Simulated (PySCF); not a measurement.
A side-by-side comparison of computed properties.

First species: C₂H₇OPSi.
Cartesian coordinates in Å at the GFN2-xTB level; atoms count from 1:
```xyz
12
C2H7OPSi angstrom
C     -2.1905   -0.2623   -0.2639
C     -1.1044    0.4870   -0.3685
Si     0.5606    0.0596    0.4134
O      0.6186   -1.4564    1.0030
P      2.0891    0.2767   -1.2301
H     -2.1852   -1.1797    0.3028
H     -3.1296   -0.0011   -0.7283
H     -1.1622    1.4012   -0.9470
H      0.8136    0.8231    1.6330
H      0.6072   -2.2219    0.4338
H      3.1642    0.4325   -0.3751
H      1.9199    1.6406   -1.3694
```

Second species: Cyclohexene, C₆H₁₀.
Structure used (GFN2-xTB), in Å, numbered top down from 1:
```
atom  x, y, z in Å
C1    -0.009    1.502    0.341
C2     1.186    0.940    0.283
C3     1.404   -0.508   -0.030
C4     0.159   -1.137   -0.650
C5    -1.072   -0.753    0.162
C6    -1.286    0.757    0.093
H7    -0.111    2.555    0.563
H8     2.077    1.522    0.480
H9     2.257   -0.614   -0.705
H10    1.662   -1.034    0.896
H11    0.039   -0.774   -1.674
H12    0.268   -2.223   -0.688
H13   -0.922   -1.052    1.202
H14   -1.956   -1.272   -0.214
H15   -2.038    1.067    0.823
H16   -1.668    1.034   -0.896
```

Levels: CAM-B3LYP/def2-SVPD for dipole moment, HOMO energy, LUMO energy, HOMO–LUMO gap, static isotropic polarisability and electronic spatial extent ⟨r²⟩ about the centre of nuclear charge; TDDFT CAM-B3LYP/def2-SVPD for lowest singlet excitation; TDA CAM-B3LYP/def2-SVPD for lowest triplet excitation (Tamm–Dancoff); GFN2-xTB for rotational constant A and rotational constant C. Geometries: GFN2-xTB. All species are isolated and taken at one optimised geometry, non-relativistic unless stated. Electronic properties by PySCF.

Dipoles, sizes and rotational constants follow the conformer. The torsions of the flexible species, by atom-mapped SMILES:
- `[CH2:1]=[CH:2][Si@@H:3]([OH:4])[PH2:5]`: C1–C2–Si3–O4 11°, H–O4–Si3–C2 69°, H–P5–Si3–C2 159°, H–P5–Si3–C2 66°

Which of the two has the higher S1 energy, and by how much?

The second: 6.68 eV against 6.13 eV, a difference of 0.55 eV.

Which of the two has the higher LUMO energy, and by how much?

The second: 1.38 eV against 0.47 eV, a difference of 0.91 eV.

Which of the two has the higher rotational constant A, and by how much?

The second: 4.807 GHz against 4.558 GHz, a difference of 0.249 GHz.

Which has the higher HOMO energy?

The second: -8.25 eV against -8.61 eV, a difference of 0.36 eV.

Which has the higher T1 energy?

The second: 4.43 eV against 4.31 eV, a difference of 0.12 eV.

Which of the two has the higher static isotropic polarisability, and by how much?

The first: 81.6 au against 67.6 au, a difference of 14.0 au.

Which of the two has the higher ⟨r²⟩, and by how much?

The first: 818 bohr² against 545 bohr², a difference of 273 bohr².

Which of the two has the higher rotational constant C, and by how much?

The second: 2.607 GHz against 1.515 GHz, a difference of 1.092 GHz.

On the first: S1 lies 2.95 eV below the HOMO–LUMO gap; its leading configuration is HOMO→LUMO, weight 0.70.

On the second: No computed singlet falls in the visible range (750 to 380 nm, 1.65 to 3.26 eV); S1 lies 3.42 eV above its blue end. The vertical singlet–triplet gap S1 − T1 is 2.25 eV (TDDFT singlet less Tamm–Dancoff triplet; S1: HOMO→LUMO, weight 0.85; T1: HOMO→LUMO+1, weight 0.59).
